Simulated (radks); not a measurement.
Values are calculated unless marked as measured or tabulated.
Radial electron density D(r) = 4 pi r^2 rho(r) of an atom or ion with 5 electrons. Level of theory: non-relativistic Kohn-Sham, PBE, spin-polarised, spherical densities, point nucleus (a radial shooting solver on a logarithmic mesh with Libxc functionals).

```
   r/bohr * D(r) (the largest magnitude, 27.6, reaches the edge; | marks zero)
 0.002097 |*
 0.002346 |*
 0.002603 |*
 0.002911 | *
 0.003256 | *
 0.003613 |  *
 0.004042 |  *
 0.004485 |   *
 0.005016 |    *
  0.00561 |     *
 0.006225 |      *
 0.006963 |       *
 0.007788 |         *
 0.008642 |           *
 0.009666 |             *
  0.01081 |               *
    0.012 |                  *
  0.01342 |                     *
  0.01489 |                         *
  0.01665 |                            *
  0.01863 |                                *
  0.02067 |                                    *
  0.02312 |                                         *
  0.02586 |                                             *
  0.02869 |                                                *
  0.03209 |                                                   *
   0.0359 |                                                     *
  0.03983 |                                                      *
  0.04455 |                                                      *
  0.04943 |                                                    *
  0.05529 |                                                 *
  0.06185 |                                             *
  0.06862 |                                        *
  0.07676 |                                   *
  0.08585 |                             *
  0.09526 |                         *
   0.1066 |                     *
   0.1182 |                   *
   0.1322 |                  *
   0.1479 |                   *
   0.1641 |                     *
   0.1836 |                      *
   0.2053 |                        *
   0.2278 |                        *
   0.2548 |                      *
    0.285 |                   *
   0.3163 |               *
   0.3538 |           *
   0.3925 |       *
   0.4391 |    *
   0.4911 |  *
   0.5449 |*
   0.6095 |*
   0.6817 *
   0.7564 *
   0.8461 *
   0.9464 *
     1.05 *
```

What is the nuclear charge?

Answer. Z = 24. The innermost maximum, from 1s, lies near 1/Z = 0.0417 bohr (found: 0.0415), and its height grows with Z. The density is that of the chromium ion Cr19+ in [He] 2s2 2p1; the configuration itself is not fixed sharply by these data, and Z only to about a unit. D(r) has 2 maxima, at r = 0.0415, 0.215 bohr, and minima at 0.131 bohr, inside which lie 2.18 electrons.
